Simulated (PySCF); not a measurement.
**Electronic structure of Mg²⁺ (magnesium, charge +2) at the UHF level**

Configuration: [Ne], closed-shell 1S. Computed with PySCF 2.14 in aug-cc-pVTZ with one added diffuse shell each of s, p, d, f type (7s6p4d3f, 66 functions), with the non-relativistic Hamiltonian (point nucleus).

```
Total energy                                     : -198.829482 hartree
One-electron energy                              : -271.0907 hartree
Hartree (Coulomb) energy                         : 87.9370 hartree
Exchange energy                                  : -15.6758 hartree
Kinetic energy                                   : 198.77648 hartree
⟨S²⟩                                             : 0.0000
⟨L²⟩                                             : 0.000
Sum of ⟨r⟩                                       : 5.729 bohr
Sum of ⟨r²⟩                                      : 4.722 bohr²
Density at the nucleus (Gaussians lack the cusp) : 1070 bohr⁻³
Langevin diamagnetic susceptibility              : -3.74 ×10⁻⁶ cm³/mol
```

```csv
shell,electrons,mean orbital energy (eV),"rms radius, mean of both spins (bohr)"
1s,2,-1354.5,0.152
2s,2,-122.05,0.755
2p,6,-81.850,0.768
```
